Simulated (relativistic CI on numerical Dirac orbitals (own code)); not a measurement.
## Mn2+ in a cubic cluster: 1s photoemission with charge transfer

Computed with a charge-transfer multiplet model of a cubic metal-ligand cluster with up to 2 ligand holes, Slater and spin-orbit integrals from Dirac-Coulomb-Breit ions, Slater integrals scaled by 0.8. The ground state mixes d5 with configurations of k ligand holes L, whose averages lie at kΔ + k(k − 1)U_dd/2; a core hole lowers each added d electron by U_cd. 20 K, Lorentzian 1.1 eV and Gaussian 0.6 eV FWHM.

Atomic integrals in eV (Slater integrals scaled, ζ unscaled), ground: F2dd 8.204, F4dd 5.095, zeta_d 0.037; with the core hole: F2dd 9.649, F4dd 6.032, zeta_d 0.058, G2cd 0.049.

Cluster parameters (eV): Δ = 6.9, U_dd = 6.4, 10Dq = 0.35, 10Dq(ligand) = 1.6, V(eg) = 2.8, V(t2g) = -1.46, final-state hopping factor = 1.

Weights, n_d and S are thermal averages at 20 K. Binding energies count from the first peak over 30 % of the highest in each spectrum, which can be another peak from case to case. The parameters are a model scan and need not match a compound or its usual spin state. Peaks in eV (height, largest 100): 0.0 (100), 8.3 (38).

Question: Which parameters give this spectrum?
A. U_cd = 6.4 eV
B. U_cd = 8.2 eV
C. U_cd = 9.4 eV

Answer: C. U_cd = 9.4 eV; the ground state then has 5.21 d electrons and S = 2.50. The choice follows from running the model for each set and comparing peak positions and heights.
